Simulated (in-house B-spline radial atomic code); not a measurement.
The numbers below are computed, except where a source is named.
## Making a Troullier-Martins d channel for Sn, r_c = 1.24 bohr

Sn, [Kr] 4d10 5s2 5p2, non-relativistic LDA (VWN5), spherical and spin-unpolarised, from an all-electron radial atomic-structure program (B-spline basis) (atomic units). The all-electron 4d level is ε = -1.004953 hartree, its outermost node lies just inside 0.40 bohr and its outer maximum at 0.89 bohr.

Inside r_c the pseudo-orbital is u(r) = r^3 exp(p(r)), with p = c0 + c2 r² + c4 r⁴ + … + c12 r¹². The seven coefficients follow from p and its first four derivatives at r_c, from zero curvature of the screened potential at the origin, c4 = −c2²/(2l + 5), and from the norm inside r_c. At r_c the all-electron orbital has P = 0.849713, P' = -0.7800583, the screened potential V = -3.167033, V' = 6.321564, V'' = -17.59955, and the norm inside is Q = 0.6877598.

Q: What are p, p' and p'' at r_c?

A: p = ln(P/r_c^3) = ln(0.849713/1.90662) = -0.80819. p' = P'/P − 3/r_c = -0.91803 − 2.41935 = -3.33738. The radial equation gives p'' = 2(V − ε) − 2(3) p'/r_c − p'² = -4.32416 − (-16.14861) − 11.13811 = 0.68635. Differentiating, p''' = 2V' + 2(3)p'/r_c² − 2(3)p''/r_c − 2p'p'' = 0.88022, and p'''' = 2V'' − 4(3)p'/r_c³ + 4(3)p''/r_c² − 2(3)p'''/r_c − 2p''² − 2p'p''' = -8.1636.

For a trial c2 the five matching conditions are linear in c0, c6, c8, c10 and c12, and c2 is varied until the norm inside r_c equals Q. The root nearest zero gives:

| n | c_n |
| --- | --- |
| 0 | 2.177805 |
| 2 | -2.315231 |
| 4 | -0.5955884 |
| 6 | 1.400115 |
| 8 | -0.8974702 |
| 10 | 0.2732896 |
| 12 | -0.0333012 |

Q: Check c4 and p(r_c), and find the screened pseudopotential at the origin.

A: −c2²/9 = -0.595588, as listed. The terms c_n r_c^n are 2.17780, -3.55990, -1.40810, 5.08972, -5.01642, 2.34877, -0.44007, which sum to -0.80819. Inverting the radial equation, V_l(r) = ε + 3 p'/r + (p'' + p'²)/2, so V_l(0) = ε + (2l + 3) c2 = -1.004953 + 7 × (-2.31523) = -17.2116 hartree, finite where the all-electron potential diverges.

Orbitals and screened potentials:

| r (bohr) | P | u | V all-electron | V pseudo |
| --- | --- | --- | --- | --- |
| 0.124 | -0.3995 | 0.01624 | -245.8 | -17.2 |
| 0.31 | -0.3165 | 0.2096 | -58.73 | -16.75 |
| 0.496 | 0.4327 | 0.5984 | -24.98 | -14.83 |
| 0.682 | 0.905 | 0.9309 | -13.06 | -11.25 |
| 0.868 | 1.038 | 1.041 | -7.558 | -7.381 |
| 1.054 | 0.9809 | 0.9812 | -4.729 | -4.684 |
| 1.24 | 0.8497 | 0.8497 | -3.167 | -3.167 |

Logarithmic derivatives P'/P at R = 1.54 bohr, for energies E around ε:

```tsv
E − ε (hartree)	all-electron	pseudo
-0.5	0.268845	0.268628
-0.25	-0.299332	-0.299422
-0.1	-0.768657	-0.768677
0	-1.16823	-1.16823
0.1	-1.67166	-1.6717
0.25	-2.74507	-2.74545
0.5	-6.79508	-6.80077
```

Q: With P(R) = 0.6180491 and a norm of 0.8499776 inside R, what slope in energy does norm conservation fix?

A: d(P'/P)/dE = −2 × (norm inside R)/P(R)² = -4.4503 per hartree·bohr at E = ε, for both atoms, since orbital and norm agree at R. Differences over ±0.1 hartree give -4.5150 (all-electron) and -4.5151 (pseudo), which also hold third-order terms. Half a hartree below ε the two curves differ by -0.0002.
